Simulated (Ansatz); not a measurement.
Reaction (substitution at a C–C bond): `C=CCC=C` + `[SiH3][TeH]` → `C=C[Te][SiH3]` + `C=CC`

Computed with Ansatz on PBE0-D4/def2-TZVP structures; ΔE is electronic, products minus reactants. CCSD(T)/CBS adds triple-zeta CCSD(T) − MP2 to the extrapolated MP2 energy (def2 sets, frozen cores). Functionals use def2-TZVPP. B3LYP here is the variant with VWN-RPA as its local correlation; programs differ in this. HSE06 is defined as in plane-wave codes. def2 core potentials past Kr. For Te outer-core shells are correlated without core-valence functions, which leaves a few kJ/mol of doubt a bond. Each species was taken in one conformer, which may not be the lowest.

`C=CCC=C`:

Z-matrix (Å, degrees):
```
C
C 1 1.498
C 1 1.498 2 111.8
H 1 1.096 2 109.8 3 -121.1
H 1 1.096 2 109.0 3 121.6
C 2 1.325 1 124.9 3 -117.4
H 2 1.088 1 115.6 3 61.4
C 3 1.325 1 124.9 2 -117.6
H 3 1.088 1 115.6 2 61.3
H 6 1.086 2 121.4 1 -0.8
H 6 1.084 2 121.6 1 179.4
H 8 1.084 3 121.6 1 179.5
H 8 1.086 3 121.4 1 -0.8
```

`[SiH3][TeH]`:

Z-matrix (Å, degrees):
```
Si
Te 1 2.494
H 1 1.484 2 111.4
H 1 1.484 2 111.4 3 122.4
H 1 1.484 2 104.9 3 -118.8
H 2 1.658 1 91.7 3 -60.9
```

`C=C[Te][SiH3]`:

Z-matrix (Å, degrees):
```
Si
Te 1 2.490
H 1 1.485 2 106.7
H 1 1.485 2 112.2 3 120.1
H 1 1.486 2 109.3 3 -119.0
C 2 2.104 1 93.6 3 168.2
C 6 1.324 2 123.2 1 135.6
H 6 1.085 2 115.2 1 -48.2
H 7 1.086 6 120.5 2 175.6
H 7 1.084 6 122.5 2 -4.3
```

`C=CC`:

Z-matrix (Å, degrees):
```
C
C 1 1.490
H 1 1.095 2 111.0
H 1 1.095 2 111.0 3 118.3
H 1 1.092 2 111.5 3 -120.8
C 2 1.325 1 125.1 3 120.8
H 2 1.088 1 116.2 3 -59.2
H 6 1.084 2 121.6 1 -180.0
H 6 1.086 2 121.4 1 0.0
```

Task: Is it downhill or uphill in electronic energy at CCSD(T)/CBS, and by how much? (Best estimate.)

Result: The calculation gave: Nearly level: ΔE = 0.00 eV.

Task: What do these levels give: PBE-D4, revPBE-D4, BLYP-D4, r2SCANh-D4, HSE06-D4, BLYP, B3LYP, HSE06, CCSD(T)/def2-SVP, MP2/def2-TZVPP, CCSD/def2-TZVPP, HF/def2-QZVPP? (Estimate.)

Result: Computed: PBE-D4 -0.01, revPBE-D4 -0.02, BLYP-D4 -0.04, r2SCANh-D4 0.03, HSE06-D4 0.04, BLYP -0.01, B3LYP 0.04, HSE06 0.05, CCSD(T)/def2-SVP 0.20, MP2/def2-TZVPP -0.02, CCSD/def2-TZVPP 0.06, HF/def2-QZVPP 0.15 eV.

Task: What do rigid-rotor, harmonic-oscillator terms from PBE0-D4/def2-TZVP frequencies (298.15 K, 1 bar) make of the CCSD(T)/CBS value? (An estimate is asked.)

Result: Ansatz gave: ΔZPE = +0.05 eV, ΔH = +0.06 eV, ΔS = 17 J/(mol·K), ΔG = 0.00 eV. Modes under 50 cm⁻¹ make the entropy rough.

Largest T1 diagnostic among the species: 0.011.

From BLYP to BHLYP (50 % exact exchange), in def2-TZVPP and without D4, ΔE moves by +0.11 eV. At CCSD(T), def2-SVP lies +0.20 eV from the extrapolated value and def2-TZVPP +0.03 eV. In def2-TZVPP, CCSD(T) changes the Hartree–Fock value by −0.12 eV (the triples alone add −0.03 eV) and MP2 by −0.18 eV.
